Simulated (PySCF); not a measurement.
TcH: energy against distance

Set-up: basis Tc def2-TZVPP with ECP28, H def2-TZVPP; scalar-relativistic core potentials; PySCF 2.14. Energies in eV from Tc (4d5 5s2) + H in their ground configurations at the same level. State: ⁵Π (quintet), unpaired electrons σ ↑, π ↑, δ ↑↑.

Curves on a restricted Hartree–Fock reference rise too fast on stretching and do not dissociate correctly.

```csv
R (Å),ROHF-CCSD
1.479,-1.600
1.544,-1.754
1.594,-1.811
1.643,-1.830
1.692,-1.817
1.758,-1.761
1.840,-1.645
1.939,-1.461
```

Put a parabola through the three lowest points of the ROHF-CCSD curve and estimate Re, k and ωe (reduced mass 0.9977 u; 1 eV/Å² = 0.16022 mdyn/Å; ωe = 1302.8·√(k/μ) cm⁻¹).

Through R = 1.594, 1.643, 1.692 Å the second-order coefficient is 6.66 eV/Å², so Re ≈ 1.648 Å, k ≈ 2.14 mdyn/Å and ωe ≈ 1906 cm⁻¹. A polynomial fit of higher order to the unrounded ROHF-CCSD energies gives Re = 1.646 Å, k = 2.06 mdyn/Å, ωe = 1872 cm⁻¹; anharmonicity and rounding make the difference.

The higher-order fit for each curve: ROHF-CCSD: Re = 1.646 Å, ωe = 1872 cm⁻¹, De = 1.83 eV.

Correlated steps freeze no core orbitals. These are scalar-relativistic numbers at best; spin–orbit coupling would shift them, the dissociation energy most. With d or f electrons several states lie close, and the lowest PBE0 determinant need not be the measured ground state.
